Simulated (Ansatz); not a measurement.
VS(OH)3 (VSO3H3), relaxed as a singlet with RKS r2SCAN-D4/def2-SVP in Ansatz, starting from the GFN2-xTB geometry. Force threshold 0.02 eV/Å.

The restricted singlet is unstable towards broken spin symmetry in Hartree–Fock (as tested in another run); at r2SCAN-D4/def2-SVP this wasn't settled.

Start:

```xyz
8

V     0.003   -0.004    0.003
S     1.460   -0.499    1.377
O    -1.293    0.247    0.948
H    -1.924    0.353    1.661
O    -0.055   -1.327   -0.934
H     0.035   -2.167   -1.385
O     0.623    1.324   -0.696
H     1.151    2.073   -0.974
```

```tsv
step	energy (eV)	largest force component (eV/Å)	SCF passes
1	-42700.7917	5.873	49
2	-42701.6321	1.947	40
3	-42701.7187	0.508	35
4	-42701.8382	0.436	34
5	-42702.1143	1.116	39
6	-42702.2149	0.518	34
7	-42702.2449	0.176	34
8	-42702.2525	0.286	34
9	-42702.2571	0.023	35
10	-42702.2571	0.009	36
```

Force components are those of the run's own axes.

End:

Cartesian coordinates in Å:
```
V -0.017 0.006 -0.016
S 1.409 -0.490 1.324
O -1.531 0.324 0.808
H -1.618 0.259 1.769
O -0.255 -1.306 -1.154
H 0.250 -2.131 -1.103
O 0.462 1.442 -0.899
H 1.299 1.896 -0.728
```

By distances, no bond broke or formed. The bond that changes most is V1–O5, from 1.62 to 1.75 Å (atoms count from 1).

No frequencies were taken in this run, so the end may be a saddle point.

Run time 34 s (4 threads of Arm Neoverse V1 on a shared host).
